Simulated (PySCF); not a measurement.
Broadened absorption spectrum of C3H10BN

Compound: C₃H₁₀BN.
Numbering: `[CH2:1]=[CH:2][BH2-:3][NH2+:4][CH3:5]` (hydrogens: H6, H7 on C1; H8 on C2; H9, H10 on B3; H11, H12 on N4; H13, H14, H15 on C5)

Level of theory: PySCF 2.14.0, density-fitted response routines, TDDFT CAM-B3LYP/def2-SVPD, vertical, gas phase, core orbitals frozen in the response. The structure is a single PBE0-D3(BJ)/def2-SVP conformer in the gas phase; no vibrational or solvent corrections. Torsions of this conformer, `[CH2:1]=[CH:2][BH2-:3][NH2+:4][CH3:5]`: C1–C2–B3–N4 0°, C2–B3–N4–C5 179°.

Broadening: Gaussians 0.5 eV wide at half height, area fixed by f = 4.319×10⁻⁹ ∫ε dν̃. The width is an assumption, not a result. The curve ends short of the highest state used, and states not computed would add to its high-energy end.

(E (eV), ε (L mol⁻¹ cm⁻¹)): (5.05, 1), (5.14, 3), (5.22, 8), (5.31, 24), (5.40, 59), (5.49, 119), (5.57, 192), (5.66, 278), (5.75, 336), (5.84, 338), (5.92, 294), (6.01, 214), (6.10, 146), (6.19, 147), (6.27, 293), (6.36, 823), (6.45, 2095), (6.54, 4514), (6.62, 7710), (6.71, 11949), (6.80, 15615), (6.89, 17317), (6.97, 16686), (7.06, 14099), (7.15, 10832), (7.24, 8212), (7.32, 7043), (7.41, 7110), (7.50, 8135), (7.59, 9196)

Problem. Where are the band maxima, and which computed states make them?

Solution. 214 nm (5.80 eV), ε about 340, made up of S1 (100%); 180 nm (6.90 eV), ε about 17000, made up of S2 (89%) (ε in L mol⁻¹ cm⁻¹; maxima over ε = 5, shares over 10%). At its high-energy end, 7.59 eV, the curve is still rising (ε about 9200, from S7). The states used: S1 5.80 eV (f 0.0064); S2 6.88 eV (f 0.290); S3 7.07 eV (f 0.0002); S4 7.10 eV (f 0.034); S5 7.13 eV (f 0.0083); S6 7.28 eV (f 0.028); S7 7.66 eV (f 0.157); S8 7.81 eV (f 0.012); S9 7.92 eV (f 0.0027); S10 8.19 eV (f 0.021).

Problem. On this curve, what absorbance would a 10⁻⁴ mol/L sample give at 193 nm over a 1 cm path?

Solution. 193 nm is 6.424 eV, where ε is about 1600 L mol⁻¹ cm⁻¹, so A = ε c l ≈ 0.16 (Beer–Lambert, with the gas-phase spectrum and the assumed width).

Problem. Coming from long wavelengths, where does ε first pass 100 L mol⁻¹ cm⁻¹?

Solution. At about 227 nm (5.47 eV), 0.33 eV below S1.

Problem. Does any computed singlet lie in the visible range?

Solution. No computed singlet lies in the visible range (380 to 750 nm); the lowest, at 214 nm, stands 2.54 eV above its violet end (3.26 eV).

The vertical ionisation energy (ΔSCF) is 8.75 eV, 0.57 eV above S10.
